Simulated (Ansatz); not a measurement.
In₅⁺, relaxed as a singlet with RKS PBE-D4/def2-SVP in Ansatz, starting from the GFN2-xTB geometry. Force threshold 0.02 eV/Å.

In the def2 sets In takes a core potential; there is no spin–orbit coupling. The structure comes from a short search, and lower isomers may exist.

Start:

```xyz
5

In    1.875    2.605    1.430
In   -2.544   -2.388    0.518
In    1.628    0.936   -1.369
In   -0.488    0.191    1.232
In   -0.471   -1.344   -1.811
```

```tsv
step	energy (eV)	largest force component (eV/Å)	SCF passes
1	-25866.6412	0.280	65
2	-25866.7046	0.254	39
3	-25866.7998	0.383	39
4	-25866.8394	0.384	31
5	-25866.9675	0.484	46
6	-25867.0685	0.339	36
7	-25867.1269	0.189	29
8	-25867.1494	0.086	24
9 (rejected)	-25867.0900	0.290	29
10	-25867.1595	0.034	25
11	-25867.1638	0.031	25
12	-25867.1639	0.059	25
13	-25867.1710	0.051	24
14	-25867.1723	0.035	26
15	-25867.1747	0.038	24
16	-25867.1761	0.035	24
17	-25867.1770	0.033	24
18	-25867.1770	0.019	24
19	-25867.1776	0.011	25
```

Force components are those of the run's own axes.

End:

```xyz
5

In    1.184    1.890    1.330
In   -2.984   -2.055    2.043
In    2.225    1.463   -1.603
In   -0.706   -0.415    0.559
In    0.281   -0.883   -2.329
```

Bonds lost: In2–In5 (atoms count from 1).

The force fell under the threshold at step 18, but the optimiser went on. No frequencies were taken in this run, so the end may be a saddle point.

Hardware: 4 threads of Arm Neoverse V2 on a shared host. Wall time 29 s.
